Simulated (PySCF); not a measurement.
**Electron correlation in Ar²⁺ (argon, charge +2)**

[Ne] 3s2 3p4, high-spin 3P determinant. Computed with PySCF 2.14 in x2c-SVPall (4s3p1d, 18 functions), with the spin-free X2C one-electron Hamiltonian (Gaussian nucleus). Frozen: [Ne]; 6 electrons correlated.

MP2 pair energies summed by pair of shells (mhartree):

```csv
pair,energy,share (%)
3p-3p,-45.08,50.0
3s-3p,-38.27,42.4
3s-3s,-6.87,7.6
```

Total MP2 correlation energy: -90.23 mhartree.

Same-spin part -22.14 and opposite-spin part -68.08 mhartree; SCS-MP2 scales them by 1/3 and 6/5 to -89.08 mhartree.

```csv
level,correlation energy (mhartree)
CCSD,-109.00
(T),-0.91
CCSD(T),-109.91
```

Diagnostics: T1 = 0.0053, D1 = 0.0182, largest double amplitude 0.050.

Cost of the coupled-cluster step: 0.09 s of wall time on 1 thread of Neoverse-V1 (shared host), for 6 correlated electrons.

Iterations:

```
CC2 = 0
CCSD nocc = (np.int64(4), np.int64(2)), nmo = (13, 13)
frozen orbitals [[0, 1, 2, 3, 4], [0, 1, 2, 3, 4]]
max_cycle = 100
direct = 0
conv_tol = 1e-08
conv_tol_normt = 1e-06
diis_space = 8
diis_start_cycle = 0
Init t2, MP2 energy = -0.0902262308540173
Init E_corr(UCCSD) = -0.0902262308710397
cycle = 1  E_corr(UCCSD) = -0.104920498004233  dE = -0.0146942671  norm(t1,t2) = 0.0320769
cycle = 2  E_corr(UCCSD) = -0.107834392538192  dE = -0.00291389453  norm(t1,t2) = 0.00965591
cycle = 3  E_corr(UCCSD) = -0.109016549673624  dE = -0.00118215714  norm(t1,t2) = 0.00346354
cycle = 4  E_corr(UCCSD) = -0.108994145155148  dE = 2.24045185e-05  norm(t1,t2) = 0.000288505
cycle = 5  E_corr(UCCSD) = -0.108997419762291  dE = -3.27460714e-06  norm(t1,t2) = 4.77427e-05
cycle = 6  E_corr(UCCSD) = -0.108997155555374  dE = 2.64206917e-07  norm(t1,t2) = 6.06338e-06
cycle = 7  E_corr(UCCSD) = -0.108997222755809  dE = -6.72004351e-08  norm(t1,t2) = 9.57433e-07
cycle = 8  E_corr(UCCSD) = -0.108997200291667  dE = 2.2464142e-08  norm(t1,t2) = 1.38843e-07
cycle = 9  E_corr(UCCSD) = -0.108997203550542  dE = -3.25887463e-09  norm(t1,t2) = 2.03733e-08
UCCSD converged
E(UCCSD) = -527.0054448623868  E_corr = -0.1089972035505417
UCCSD(T) correction = -0.000911264833942813
```
